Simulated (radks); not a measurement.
Polarisability of neutral strontium, [Kr] 5s2, at imaginary frequency. Calculated with a radial shooting solver on a logarithmic mesh with Libxc functionals: non-relativistic Kohn-Sham, exchange-only LDA, spin-unpolarised, spherical densities, point nucleus; relativity is left out, which matters for an element this heavy. Response by self-consistent Sternheimer equations with the Hartree and adiabatic exchange-only LDA kernel.

| w (hartree) | alpha1(iw) (bohr^3) | alpha2(iw) (bohr^5) |
|---|---|---|
| 0.00266 | 207.4 | 5942 |
| 0.0143 | 203.4 | 5826 |
| 0.0360 | 183.7 | 5269 |
| 0.0697 | 140.5 | 4090 |
| 0.118 | 89.45 | 2713 |
| 0.186 | 51.14 | 1613 |
| 0.280 | 28.69 | 897.0 |
| 0.413 | 16.65 | 478.9 |
| 0.605 | 10.09 | 248.5 |
| 0.892 | 6.149 | 125.3 |
| 1.35 | 3.539 | 60.30 |
| 2.12 | 1.803 | 26.55 |
| 3.59 | 0.7806 | 9.926 |
| 6.94 | 0.2781 | 2.793 |
| 17.5 | 0.06639 | 0.4577 |

Static values: alpha1 = 207.6 bohr^3 (30.76 angstrom^3; uncoupled 408.4), alpha2 = 5947 bohr^5, alpha3 = 184300 bohr^7. C6 = 3387, C8 = 493000, triple-dipole C9 = 512300 atomic units. One-pole (London) frequency 4 C6 / (3 alpha1^2) = 0.105 hartree, against 0.103 for minus the highest occupied eigenvalue. The dipole shielding factor is 1.000, as the force sum rule N/Z = 1.000 demands. Recommended static value: 197.2 bohr^3 (Schwerdtfeger and Nagle, 2023 table).
